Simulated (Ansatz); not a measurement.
Tl₂F (the lowest doublet isomer of a short search) was relaxed with PBE0-D4 (def2-TZVP) in Ansatz in these states: neutral doublet, neutral quartet. The geometries follow in no particular order.

In the def2 sets Tl takes a core potential; there is no spin–orbit coupling.

A:

Cartesian coordinates in Å:
```
Tl 1.311 -0.632 0.999
Tl -1.025 1.402 -0.314
F -0.286 -0.770 -0.685
```

B:

```xyz
3

Tl   -0.8195   -1.2650    0.3163
Tl    0.7266    0.5032   -1.2612
F     0.0929    0.7618    0.9449
```

Q: Judge from the bond lengths which geometry belongs to which state (an estimate).

A: A is the neutral doublet (Tl1–Tl2 3.364 Å, Tl2–F3 2.324 Å, Tl1–F3 2.324 Å); B is the neutral quartet (Tl1–Tl2 2.829 Å, Tl2–F3 2.310 Å, Tl1–F3 2.310 Å).

At PBE0-D4/def2-TZVP a doublet lies 4.31 eV below the neutral quartet. These are the stationary points nearest to one start from a short search; other shapes may lie lower in each state.
